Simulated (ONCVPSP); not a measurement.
Br (Z = 35), ONCV: configuration errors across variants

```
Element                 : bromine
Generator               : ONCVPSP 4.0.1
Type                    : optimised norm-conserving Vanderbilt (ONCV)
Functional              : Wu-Cohen
Relativity              : scalar-relativistic
Frozen core             : [Ar]
Valence charge          : 17
Reference configuration : 3d10 4s2 4p4 (charge +1)
Partial waves           : 4s: rc 1.35 bohr, ncon 4, nbas 8, qcut 4.9 1/bohr, 3 projectors, debl 2.1 Ha; 4p: rc 1.40 bohr, ncon 4, nbas 7, qcut 6.1 1/bohr, 2 projectors, debl 2.9 Ha; 3d: rc 0.55 bohr, ncon 4, nbas 8, qcut 15.8 1/bohr, 2 projectors, debl 3.5 Ha
Local potential         : polynomial inside 0.40 bohr (lpopt 5, dvloc0 -1 Ha)
Core correction         : none
```

All-electron excitation energies from the reference (eV): (1) 3d10 4s2 4p5 -12.561; (2) 3d10 4s2 4p3 22.794; (3) 3d10 4s2 4p2 56.847; (4) 3d10 4s2 4p1 102.985.

A true bound ghost makes a file unfit for plane-wave use even where its test errors are small: the radial tests pick states by their node count and pass the ghost by.

Errors AE − PS in meV (a dash: test not solved or not reliable):

| change | (1) | (2) | (3) | (4) | bound ghosts | GHOST(+) flags above zero |
| --- | --- | --- | --- | --- | --- | --- |
| base | +2.4 | -2.4 | -0.3 | +14 | s, p | s, d |
| p: qcut 3.6 | +2.4 | -2.5 | -0.9 | +11 | s, p | s, d |
| p: qcut 4.3 | +2.4 | -2.5 | -0.8 | +12 | s, p | s, d |
| p: qcut 5.1 | +2.4 | -2.4 | -0.5 | +13 | s, p | s, d |
| p: qcut 5.5 | +2.4 | -2.4 | -0.4 | +13 | s, p | s, d |
| p: qcut 6.7 | +2.4 | -2.4 | -0.4 | +14 | s, p | s, d |
| p: qcut 7.3 | +2.4 | -2.5 | -0.6 | +13 | s, p | s, d |
| p: qcut 8.6 | +2.0 | -3.1 | -3.3 | +7.7 | s, p | s, p, d |
| p: qcut 9 | +2.0 | -3.1 | -3.3 | +7.6 | s, p | s, p, d |

(1) Give the same row for: p: qcut 7.7.

Results:

(1) +1.9, -3.2, -3.6, +7.7; bound ghosts: s, p; GHOST(+) flags above zero: s, d.
